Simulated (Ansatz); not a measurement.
# Ligand exchange: Si3H8O2 + BH(OH)2 → Si3H8O3 + BH2(OH)

Species: Si3H8O2 `O[SiH]([SiH3])O[SiH3]`, singlet; BH(OH)2, singlet; Si3H8O3 `O[Si](O)([SiH3])O[SiH3]`, singlet; BH2(OH), singlet. The partners trade H for OH: Si–H and B–OH bonds give way to Si–OH and B–H.

Shapes, held fixed at every level: PBE0-D4/def2-TZVP. Flexible molecules stand in one conformer, not always the lowest. Programs: Ansatz 0.2.0. Electronic energies: no zero-point or thermal term.

```json
{"level": "HF/def2-TZVPP", "kind": "Hartree–Fock", "ΔE (kJ/mol)": "+8.9", "less CCSD(T)/CBS estimate": "-1.3"}
{"level": "PBE-D4/def2-TZVPP", "kind": "GGA", "ΔE (kJ/mol)": "+20.1", "less CCSD(T)/CBS estimate": "+9.9"}
{"level": "r2SCAN-D4/def2-TZVPP", "kind": "meta-GGA", "ΔE (kJ/mol)": "+15.7", "less CCSD(T)/CBS estimate": "+5.5"}
{"level": "B3LYP-D4/def2-TZVPP", "kind": "global hybrid", "ΔE (kJ/mol)": "+12.2", "less CCSD(T)/CBS estimate": "+2.0"}
{"level": "PBE0-D4/def2-TZVPP", "kind": "global hybrid", "ΔE (kJ/mol)": "+17.4", "less CCSD(T)/CBS estimate": "+7.2"}
{"level": "MP2/def2-TZVPP", "kind": "perturbation theory", "ΔE (kJ/mol)": "+10.1", "less CCSD(T)/CBS estimate": "-0.1"}
{"level": "CCSD(T)/CBS estimate", "kind": "coupled cluster or CI", "ΔE (kJ/mol)": "+10.2", "less CCSD(T)/CBS estimate": "0.0"}
```

The highest level, CCSD(T)/CBS estimate, gives ΔE = +10.2 kJ/mol; the levels span +8.9 to +20.1. The column of differences is taken from that level and isn't an error. No measured value is set beside it here. The CBS estimate extrapolates MP2 from def2-TZVPP and def2-QZVPP and adds CCSD(T) − MP2 in the triple-zeta set, cores frozen.
